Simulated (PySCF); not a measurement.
Broadened absorption spectrum of Ge(GeH3)Cl3

Species: Ge(GeH3)Cl3.
InChI=1S/Cl3Ge2H3/c1-5(2,3)4/h4H3

Level of theory: TDDFT B3LYP/def2-SVPD, vertical, gas phase, core orbitals frozen in the response (PySCF 2.14.0, density-fitted response routines). Geometry: PBE0-D3(BJ)/def2-SVP; no solvent, vibrations or thermal averaging. The B3LYP/def2-SVPD calculation is non-relativistic and has no spin–orbit coupling, an omission that weighs most on germanium.

Computed states:

```json
{"state": "S1", "E (eV)": "5.74", "f": "0.225"}
{"state": "S2", "E (eV)": "5.79", "f": "0.0000"}
{"state": "S3", "E (eV)": "6.07", "f": "0.0089"}
{"state": "S4", "E (eV)": "6.07", "f": "0.0089"}
{"state": "S5", "E (eV)": "6.50", "f": "0.0077"}
{"state": "S6", "E (eV)": "6.50", "f": "0.0079"}
{"state": "S7", "E (eV)": "6.80", "f": "0.044"}
{"state": "S8", "E (eV)": "6.81", "f": "0.043"}
{"state": "S9", "E (eV)": "7.11", "f": "0.022"}
{"state": "S10", "E (eV)": "7.12", "f": "0.021"}
{"state": "S11", "E (eV)": "7.26", "f": "0.0002"}
{"state": "S12", "E (eV)": "7.27", "f": "0.0008"}
{"state": "S13", "E (eV)": "7.28", "f": "0.0042"}
{"state": "S14", "E (eV)": "7.28", "f": "0.0065"}
```

Broadening: Gaussians 0.3 eV wide at half height, area fixed by f = 4.319×10⁻⁹ ∫ε dν̃. The width is an assumption, not a result. The curve ends short of the highest state used, and states not computed would add to its high-energy end.

Q: What does the envelope look like, and where are its maxima?

A: 
(λ (nm), ε (L mol⁻¹ cm⁻¹)): (185.5, 5340), (187.2, 3591), (188.8, 2521), (190.5, 1897), (192.2, 1483), (193.9, 1111), (195.6, 830), (197.3, 751), (198.9, 898), (200.6, 1237), (202.3, 1677), (204.0, 2232), (205.7, 3143), (207.4, 4843), (209.0, 7496), (210.7, 11360), (212.4, 15574), (214.1, 18920), (215.8, 20272), (217.5, 19194), (219.1, 16345), (220.8, 12327), (222.5, 8330), (224.2, 5069), (225.9, 2791), (227.6, 1397), (229.2, 670), (230.9, 282), (232.6, 109), (234.3, 39)

Maxima: 216 nm (5.74 eV), ε about 20000, made up of S1 (100%) (ε in L mol⁻¹ cm⁻¹; maxima over ε = 5, shares over 10%). At its high-energy end, 6.68 eV, the curve is still rising (ε about 5200, from S7 and S8).

Q: On this curve, what absorbance would a 10⁻³ mol/L sample give at 222 nm over a 1 cm path?

A: 222 nm is 5.585 eV, where ε is about 9500 L mol⁻¹ cm⁻¹, so A = ε c l ≈ 9.5 (Beer–Lambert, with the gas-phase spectrum and the assumed width).

Q: Coming from long wavelengths, where does ε first pass 100 L mol⁻¹ cm⁻¹?

A: At about 233 nm (5.33 eV), 0.41 eV below S1.

Q: What would ε be at 5.74 eV, the highest of these maxima, with half the width (0.15 eV)?

A: About 40400 L mol⁻¹ cm⁻¹ against 20300, a factor of about 1.99; a lone state at its own centre would give exactly 2.

On one thread of an AMD EPYC, no GPU, shared host, this took 79 s wall (with the writing of density and orbital grids) and 0.83 GiB of memory at its peak.
